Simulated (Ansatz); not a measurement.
`N[SiH](O)BO` + `N[SiH](F)S` → `N[Si@H](F)S[Si@@H](N)O` + `BO`  (cleavage of the Si–B bond)

Program: Ansatz. Geometries: PBE0-D4/def2-TZVP. ΔE: electronic, gas phase. CCSD(T)/CBS is the MP2 limit (def2-TZVPP, def2-QZVPP) plus CCSD(T) − MP2 in def2-TZVPP, frozen cores. This one scheme is used for every species. Functionals use def2-TZVPP. B3LYP here is the variant with VWN-RPA as its local correlation; programs differ in this. Each species was taken in one conformer, which may not be the lowest.

`N[SiH](O)BO`:

Cartesian coordinates in Å:
```
N 1.266 0.335 1.302
Si -0.104 -0.490 0.675
O -1.594 0.049 1.166
B 0.010 -0.373 -1.349
O -0.716 0.609 -1.942
H 1.561 0.198 2.255
H 1.525 1.251 0.972
H -0.018 -1.863 1.234
H -1.979 0.747 0.632
H 0.676 -1.098 -2.045
H -0.626 0.636 -2.900
```

`N[SiH](F)S`:

Z-matrix (Å, degrees):
```
Si
F 1 1.602
S 1 2.122 2 106.4
N 1 1.688 2 115.9 3 -117.7
H 1 1.477 2 105.1 3 123.0
H 3 1.344 1 93.8 2 29.0
H 4 1.006 1 122.0 2 -87.7
H 4 1.006 1 122.7 2 73.2
```

`N[Si@H](F)S[Si@@H](N)O`:

```xyz
14

N     0.176   -2.892   -0.563
Si    0.056   -1.438    0.294
O     1.463   -0.628    0.238
S    -1.497   -0.169   -0.584
Si   -0.984    1.708    0.192
N     0.656    2.080   -0.211
F    -0.987    1.767    1.788
H    -0.337   -3.707   -0.276
H     0.479   -2.938   -1.521
H    -0.391   -1.785    1.661
H     1.389    0.343    0.158
H    -1.997    2.682   -0.270
H     0.887    2.131   -1.193
H     1.089    2.846    0.288
```

`BO`:

```xyz
5

B    -0.118   -0.122   -0.385
O     0.717    0.014    0.664
H     0.308   -0.699   -1.342
H    -1.234    0.323   -0.343
H     0.326    0.484    1.406
```

```json
{"level": "PBE-D4", "ΔE (kcal/mol)": "-27.2", "difference from CCSD(T)/CBS": "0.6"}
{"level": "r2SCAN-D4", "ΔE (kcal/mol)": "-28.9", "difference from CCSD(T)/CBS": "-1.1"}
{"level": "PBE0-D4", "ΔE (kcal/mol)": "-27.9", "difference from CCSD(T)/CBS": "-0.1"}
{"level": "B3LYP-D4", "ΔE (kcal/mol)": "-28.1", "difference from CCSD(T)/CBS": "-0.3"}
{"level": "ωB97X-V", "ΔE (kcal/mol)": "-26.6", "difference from CCSD(T)/CBS": "1.2"}
{"level": "ωB97M-V", "ΔE (kcal/mol)": "-28.1", "difference from CCSD(T)/CBS": "-0.3"}
{"level": "B2PLYP", "ΔE (kcal/mol)": "-26.8", "difference from CCSD(T)/CBS": "1.0"}
{"level": "PBE", "ΔE (kcal/mol)": "-25.1", "difference from CCSD(T)/CBS": "2.7"}
{"level": "r2SCAN", "ΔE (kcal/mol)": "-28.3", "difference from CCSD(T)/CBS": "-0.5"}
{"level": "PBE0", "ΔE (kcal/mol)": "-26.1", "difference from CCSD(T)/CBS": "1.7"}
{"level": "B3LYP", "ΔE (kcal/mol)": "-24.8", "difference from CCSD(T)/CBS": "3.0"}
{"level": "HF/def2-TZVPP", "ΔE (kcal/mol)": "-25.1", "difference from CCSD(T)/CBS": "2.7"}
{"level": "MP2/def2-TZVPP", "ΔE (kcal/mol)": "-30.0", "difference from CCSD(T)/CBS": "-2.2"}
{"level": "SCS-MP2/def2-TZVPP", "ΔE (kcal/mol)": "-28.1", "difference from CCSD(T)/CBS": "-0.3"}
{"level": "CCSD/def2-TZVPP", "ΔE (kcal/mol)": "-26.2", "difference from CCSD(T)/CBS": "1.6"}
{"level": "CCSD(T)/def2-TZVPP", "ΔE (kcal/mol)": "-27.2", "difference from CCSD(T)/CBS": "0.6"}
{"level": "HF/def2-QZVPP", "ΔE (kcal/mol)": "-25.1", "difference from CCSD(T)/CBS": "2.7"}
{"level": "MP2/def2-QZVPP", "ΔE (kcal/mol)": "-30.3", "difference from CCSD(T)/CBS": "-2.5"}
{"level": "SCS-MP2/def2-QZVPP", "ΔE (kcal/mol)": "-28.4", "difference from CCSD(T)/CBS": "-0.6"}
{"level": "HF/CBS(def2)", "ΔE (kcal/mol)": "-25.1", "difference from CCSD(T)/CBS": "2.7"}
{"level": "MP2/CBS(def2)", "ΔE (kcal/mol)": "-30.6", "difference from CCSD(T)/CBS": "-2.8"}
{"level": "CCSD/CBS(def2)", "ΔE (kcal/mol)": "-26.8", "difference from CCSD(T)/CBS": "1.0"}
{"level": "CCSD(T)/CBS", "ΔE (kcal/mol)": "-27.8", "difference from CCSD(T)/CBS": "0"}
```

Largest T1 diagnostic among the species: 0.014.

The D4 term adds −3.3 kcal/mol with B3LYP and −1.8 kcal/mol with PBE0; it sums over pairs of atoms, weighted by their polarisabilities, and B3LYP, whose exchange is more repulsive, gets the larger term. In def2-TZVPP, CCSD(T) changes the Hartree–Fock value by −2.0 kcal/mol (the triples alone add −0.9 kcal/mol) and MP2 by −4.8 kcal/mol. From PBE to PBE0 (25 % exact exchange), in def2-TZVPP and without D4, ΔE moves by −1.0 kcal/mol.
